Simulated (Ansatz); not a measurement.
Basis-set extrapolation for ClF$_{2}$OSi (`[O][Si](F)(F)Cl`) radical (PBE0-D4/def2-TZVP geometry, frozen core, Ansatz 0.2.0). Multiplicity 2, UHF reference.

|  | def2-TZVPP | def2-QZVPP |
| --- | --- | --- |
| HF | -1022.518500 | -1022.554223 |
| MP2 correlation | -0.972860 | -1.068404 |
| CCSD(T) correlation | -1.033698 | not run |

Energies in hartree. Use E(X) = E(∞) + A·exp(−7.88·√X) for Hartree–Fock and E(X) = E(∞) + B·X^(−2.97) for correlation, with X = 3 and 4, and add CCSD(T) minus MP2 of the smaller set to the MP2 limit.

Question: What is the CCSD(T) energy at the basis-set limit?

Answer: HF limit: -1022.554223 + (-0.035723) × 0.13774 = -1022.55914. MP2 limit: -1.068404 + (-0.095544) × 0.74074 = -1.13918. Higher-order term: -1.033698 − (-0.972860) = -0.06084. Total: -1023.75916 hartree, 543.4 kJ/mol below CCSD(T)/def2-TZVPP.
